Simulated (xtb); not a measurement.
H₇HfN₃O, SMILES [NH2][Hf]([NH2])([NH2])[OH], multiplicity 1. All values are semi-empirical tight-binding results from xtb (GFN2-xTB unless named), good for trends rather than for accurate numbers. Geometry optimised at GFN2-xTB. The spin state was assumed, not searched. The structure was generated by enumeration; whether it is a known compound was not checked. One conformer was computed; it need not be the lowest.

Optimised geometry:

Bonds (Å): Hf1–O2 1.899, Hf1–H3 2.435, Hf1–N4 2.027, Hf1–N7 2.028, Hf1–N10 2.034, O2–H3 0.963, N4–H5 1.025, N4–H6 1.025, N7–H8 1.022, N7–H9 1.023, N10–H11 1.024, N10–H12 1.024. Bond angles (°): O2–Hf1–H3 21.4, O2–Hf1–N4 109.9, O2–Hf1–N7 118.0, O2–Hf1–N10 101.5, H3–Hf1–N4 129.0, H3–Hf1–N7 112.8, H3–Hf1–N10 84.2, N4–Hf1–N7 107.2, N4–Hf1–N10 112.1, N7–Hf1–N10 108.1, Hf1–O2–H3 112.4, Hf1–H3–O2 46.1, Hf1–N4–H5 112.2, Hf1–N4–H6 113.7, H5–N4–H6 105.1, Hf1–N7–H8 116.6, Hf1–N7–H9 114.5, H8–N7–H9 105.4, Hf1–N10–H11 113.2, Hf1–N10–H12 115.5, H11–N10–H12 105.1.
Charge 0, spin multiplicity 1.

For metal compounds this method's bond lengths and energies can be far off.

The orbital gap is 2.91 eV. The zero-point energy comes out as 48.4 kcal/mol and the G − E(el) at 298.15 K (modified RRHO) is 24.4 kcal/mol.

Computed atomic charges and the Wiberg bond orders between heavy atoms:
charges (e) Hf1 0.98, O2 -0.64, H3 0.30, N4 -0.53, H5 0.17, H6 0.16, N7 -0.53, H8 0.16, H9 0.16, N10 -0.53, H11 0.16, H12 0.16. Bond orders Hf1–O2 0.87, Hf1–N4 0.91, Hf1–N7 0.89, Hf1–N10 0.90.
